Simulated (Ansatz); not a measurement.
```xyz
6

O     0.8152   -1.2244   -0.9937
C     0.6417   -0.5713    0.0105
B    -0.6638    0.3130    0.0720
Br   -0.4449    2.1914    0.0162
H     1.4115   -0.5638    0.8146
H    -1.7597   -0.1449    0.0804
```

Total charge 0; spin multiplicity 1.

(1) List the PBE0/def2-TZVPP orbital energies in eV (Ansatz 0.2.0). (Best estimate.)

Results:

(1) Computed: Occupied: -13150.85, -1705.74, -1536.28, -1536.25, -1536.22, -523.28, -280.74, -239.57, -186.59, -179.91, -179.80, -179.71, -73.43, -73.40, -73.33, -73.24, -73.23, -29.87, -22.67, -17.95, -14.95, -13.21, -12.43, -12.01, -10.73, -9.65, -9.00, -7.45. Lowest empty: -2.56, -1.10, 1.43, 1.63, 2.06, 2.88, 3.23, 3.99.
